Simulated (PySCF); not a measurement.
**La³⁰⁺: fine-structure interval**

La³⁰⁺ [Ar] 3d9 [3d3/2^4 3d5/2^5, M_J = 5/2] → La³⁰⁺ [Ar] 3d9 [3d3/2^3 3d5/2^6, M_J = 3/2], as a difference of total energies. All numbers are calculated (PySCF 2.14, the two-component X2C-1e Hamiltonian, in an uncontracted even-tempered set (16 s from 4.9 bohr⁻², ratio 2.8; 12 p from 6.4 bohr⁻², ratio 2.8; 8 d from 6.4 bohr⁻², ratio 2.8; 3 f from 26 bohr⁻², ratio 3)). Correlated levels: [Ne] frozen; the 74 highest virtual spinors dropped. "Screened" scales the spin-orbit matrix elements by Boettger's factors to mimic the two-electron term; Breit and QED terms are absent.

| method | fine-structure interval (cm⁻¹) |
| --- | --- |
| GHF (screened spin-orbit) | 149010 |
| GMP2 (screened spin-orbit) | 148800 |
| GHF (bare spin-orbit) | 180930 |
